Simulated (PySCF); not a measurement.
Compound: BCl2H5SiSn.
Cartesian coordinates in Å at the PBE0-D3(BJ)/def2-SVP level; atoms count from 1:
```
atom  x, y, z in Å
Si1    1.813   -0.441   -0.145
Sn2   -0.293    1.004    0.141
B3    -2.062   -0.395    0.075
Cl4   -2.353   -1.332   -1.375
Cl5   -3.119   -0.637    1.445
H6     1.724   -1.189   -1.436
H7     1.901   -1.431    0.973
H8     3.053    0.392   -0.148
H9    -0.380    2.119   -1.159
H10   -0.234    1.888    1.608
```

Theory: PBE0-D3(BJ)/def2-SVP geometry optimisation, gas phase, def2 core potentials past Kr (PySCF 2.14.0).

Q: Which atoms are bound to Sn2, and at what distances?

A: 4 atoms: H10 1.714 Å, H9 1.715 Å, B3 2.256 Å, Si1 2.570 Å. The nearest atom not counted as bound is H6, at 3.37 Å.

Q: List the angles at Sn2.

A: 
```
      angle  degrees  distance of the outer atoms (Å)
 B3–Sn2–H10    111.8                             3.30
Si1–Sn2–H10    110.9                             3.56
  B3–Sn2–H9    109.9                             3.27
 Si1–Sn2–H9    108.9                             3.52
 H9–Sn2–H10    108.4                             2.78
 Si1–Sn2–B3    106.9                             3.88
```

Q: What is the shape at Sn2?

A: Tetrahedral: angles from 106.9° to 111.8°; τ4 = (360° − α − β)/141° = 0.97 with α and β the two widest (0 for a square, 1 for a tetrahedron).

Q: What are the other bond lengths?

A: B3–Cl4, B3–Cl5 1.749 Å; Si1–H6, Si1–H7, Si1–H8 1.495 Å.

Q: Give some angles away from the centre.

A: Sn2–B3–Cl4 119.1°, Sn2–B3–Cl5 122.5°, Cl4–B3–Cl5 118.3°.

Q: What are the rotational constants (commonest isotopes, rigid rotor)?

A: A = 1712, B = 733.0, C = 621.0 MHz: an asymmetric top.

Point group: C1 (no symmetry element, even within 0.4 Å). Charge 0, singlet. Whether it is a minimum is left open (no frequencies).

On one thread, Arm Neoverse V1 (aarch64), no GPU, shared host with 32 logical CPUs at a one-minute load of 25, this took 59 s wall and 0.49 GiB of memory at its peak. This is the geometry optimisation.

One conformer stands for the species.
